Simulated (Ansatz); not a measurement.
F$_{2}$H$_{2}$Se$_{2}$Zr, SMILES `[F][Zr]([F])([SeH])[SeH]` at its PBE0-D4/def2-TZVP geometry, where that method's forces vanish. Charge 0, multiplicity 1. Zr: def2 effective core potential.

```xyz
7

F     1.4751   -1.6231   -0.8335
Zr    0.1982   -0.3142   -0.3654
F    -1.4467   -0.6181   -1.2425
Se    1.1256    2.0192   -0.8666
Se   -0.1994   -0.3157    2.1733
H    -0.2779    2.4720   -0.8976
H    -0.8748   -1.6202    2.0323
```

**Question.** What forces (eV/Å) does r2SCAN-D4/def2-TZVPP give on these atoms in Ansatz 0.2.0? (An estimate is asked.)

**Answer.** The calculation gave: 
```
F1   0.082 -0.088 -0.032
Zr2 -0.014  0.031  0.030
F3  -0.102 -0.025 -0.056
Se4  0.030  0.115 -0.041
Se5 -0.030 -0.030  0.100
H6   0.021 -0.021  0.004
H7   0.013  0.018 -0.006
```
